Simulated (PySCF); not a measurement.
## Ionisation energy along the 19-electron series

Calculated with PySCF 2.14 and a two-component X2C-1e Hamiltonian (Gaussian nucleus, no Breit or QED terms), each ion in its own even-tempered basis scaled to its charge; GMP2 freezes [Ne] and drops the highest virtual spinors. Values in eV. NIST values: (m) measured, (s) semi-empirical, (t) theoretical.

| ion | configuration | GHF (spin-free) | GMP2 (spin-free) | GHF (screened spin-orbit) | GMP2 (screened spin-orbit) | NIST |
| --- | --- | --- | --- | --- | --- | --- |
| Re⁵⁶⁺ | [Ar] 3d1 | 5481.6 | 5481.1 | 5530.8 | 5530.4 | 5528 ± 5 (t) |
| Os⁵⁷⁺ | [Ar] 3d1 | 5668.3 | 5667.8 | 5720.7 | 5720.2 | 5717 ± 6 (t) |
| Ir⁵⁸⁺ | [Ar] 3d1 | 5858.1 | 5857.6 | 5913.8 | 5913.4 | 5910 ± 6 (t) |

Between Z = 75 and Z = 77 the GMP2 (screened spin-orbit) value grows as Z to the power 2.54.
